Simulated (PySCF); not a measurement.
SnH₃Cl, SMILES [SnH3][Cl]. Geometry: B3LYP-D3(BJ)/def2-TZVP. The def2 effective core potentials stand for the cores of Sn; spin–orbit coupling is left out.

Computed equilibrium geometry at B3LYP-D3(BJ)/def2-TZVP (PySCF confirms it by a frequency run) as bond lengths and angles, and its point group:
point group C3v.
Atoms: Sn1 Cl2 H3 H4 H5. Bonded distances (Å): Sn1–Cl2 2.356, Sn1–H3 1.704, Sn1–H4 1.704, Sn1–H5 1.704. Angles (°): Cl2–Sn1–H3 106.0, Cl2–Sn1–H4 106.0, Cl2–Sn1–H5 106.0, H3–Sn1–H4 112.7, H3–Sn1–H5 112.7, H4–Sn1–H5 112.7.
Charge 0, spin multiplicity 1.
